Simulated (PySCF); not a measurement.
# Radial density of V+ (vanadium, charge +1)

UHF, [Ar] 3d4, high-spin 5D determinant. Calculation: PySCF 2.14, in def2-SVP (5s3p2d1f, 31 functions); the non-relativistic Hamiltonian (point nucleus).

```
r (bohr)  4πr²ρ (e/bohr)  4πr²(ρα − ρβ)
 0.00124          0.1463         0.0000
 0.00209          0.4041         0.0000
 0.00351           1.078         0.0000
 0.00590           2.719         0.0000
 0.00993           6.413        -0.0001
  0.0167           13.29        -0.0002
  0.0281           22.49        -0.0002
  0.0472           27.30        -0.0002
  0.0794           22.45         0.0009
   0.134           22.56         0.0167
   0.225           29.62         0.1592
   0.378           15.33         0.7668
   0.636           10.14         2.0497
    1.07           10.13         2.5184
    1.80           2.580         1.4043
    3.03          0.3317         0.3049
    5.09        0.001534         0.0014
    8.56       1.005e-05         0.0000
```
